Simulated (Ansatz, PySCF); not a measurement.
Bond stretch in KCl, singlet.

- UHF/def2-SVP (PySCF)
- RHF/def2-SVP (PySCF)
- UKS-LDA (SVWN5) = unrestricted LDA (SVWN5)/def2-SVP run with PySCF
- RKS-LDA (SVWN5) = restricted LDA (SVWN5)/def2-SVP in PySCF
- UKS-M06-2X = unrestricted M06-2X/def2-SVP (PySCF)
- RKS-M06-2X = restricted M06-2X/def2-SVP (PySCF 2.14.0)
- UKS-BHandHLYP = PySCF with unrestricted BHandHLYP/def2-SVP
- RKS-BHandHLYP = PySCF with restricted BHandHLYP/def2-SVP
- UKS-PBE = unrestricted PBE/def2-SVP in Ansatz (a first-principles code)
- RKS-PBE = restricted PBE/def2-SVP run with Ansatz

Scanned distances (Å): 2.13, 2.31, 2.39, 2.51, 2.57, 2.68, 2.79, 2.85, 2.98, 3.12, 3.29, 3.65, 4.03, 4.47, 4.83, 5.33, 5.87, 6.56, 7.32, 8.13.

Q: Where does the unrestricted solution first break spin symmetry (<S²> of 0.01 or more)?

A: UHF: between 5.33 and 5.87 Å; UKS-LDA (SVWN5): at none of the points with a result; UKS-M06-2X: between 5.87 and 6.56 Å; UKS-BHandHLYP: between 4.83 and 5.33 Å; UKS-PBE: between 4.03 and 4.47 Å.

```
R / Å  <S²> UHF  E(RHF) − E(UHF) / kcal/mol  <S²> UKS-LDA (SVWN5)  E(RKS-LDA (SVWN5)) − E(UKS-LDA (SVWN5)) / kcal/mol  <S²> UKS-M06-2X  E(RKS-M06-2X) − E(UKS-M06-2X) / kcal/mol  <S²> UKS-BHandHLYP  E(RKS-BHandHLYP) − E(UKS-BHandHLYP) / kcal/mol  <S²> UKS-PBE  E(RKS-PBE) − E(UKS-PBE) / kcal/mol
-----  --------  --------------------------  --------------------  --------------------------------------------------  ---------------  ----------------------------------------  ------------------  ----------------------------------------------  ------------  ----------------------------------
2.13       0.00                         0.0                  0.00                                                 0.0             0.00                                       0.0                0.00                                             0.0          0.00                                 0.0
2.31       0.00                         0.0                  0.00                                                 0.0             0.00                                       0.0                0.00                                             0.0          0.00                                 0.0
2.39       0.00                         0.0                  0.00                                                 0.0             0.00                                       0.0                0.00                                             0.0          0.00                                 0.0
2.51       0.00                         0.0                  0.00                                                 0.0             0.00                                       0.0                0.00                                             0.0          0.00                                 0.0
2.57       0.00                         0.0                  0.00                                                 0.0             0.00                                       0.0                0.00                                             0.0          0.00                                 0.0
2.68       0.00                         0.0                  0.00                                                 0.0             0.00                                       0.0                0.00                                             0.0          0.00                                 0.0
2.79       0.00                         0.0                  0.00                                                 0.0             0.00                                       0.0                0.00                                             0.0          0.00                                 0.0
2.85       0.00                         0.0                  0.00                                                 0.0             0.00                                       0.0                0.00                                             0.0          0.00                                 0.0
2.98       0.00                         0.0                  0.00                                                 0.0             0.00                                       0.0                0.00                                             0.0          0.00                                 0.0
3.12       0.00                         0.0                  0.00                                                 0.0             0.00                                       0.0                0.00                                             0.0          0.00                                 0.0
3.29       0.00                         0.0                  0.00                                                 0.0             0.00                                       0.0                0.00                                             0.0          0.00                                 0.0
3.65       0.00                         0.0                  0.00                                                 0.0             0.00                                       0.0                0.00                                             0.0          0.00                                 0.0
4.03       0.00                         0.0                  0.00                                                 0.0             0.00                                       0.0                0.00                                             0.0          0.00                                 0.0
4.47       0.00                         0.0                  0.00                                                 0.0             0.00                                       0.0                0.00                                             0.0          0.05                                 0.0
4.83       0.00                         0.0                  0.12                                                   —             0.00                                       0.0                0.00                                             0.0          0.15                                 0.2
5.33       0.00                         0.0                  0.25                                                   —             0.00                                       0.0                0.21                                             0.7          0.28                                 0.8
5.87       0.96                         0.5                  0.35                                                   —             0.00                                       0.0                0.35                                             2.3          0.37                                 1.6
6.56       1.00                         7.3                  0.43                                                   —             0.37                                       0.0                0.45                                             4.3          0.45                                 2.5
7.32       1.00                        13.1                  0.49                                                   —             0.45                                       1.7                0.51                                             6.1          0.50                                 3.3
8.13       1.01                        17.9                  0.52                                                   —             0.51                                       3.3                0.56                                             7.6          0.53                                 3.8
```

A dash means that the run gave no value there, or that the column was ended at a point which the program doubted or which failed a test of continuity chosen for this set; such a test can also cut sound points.
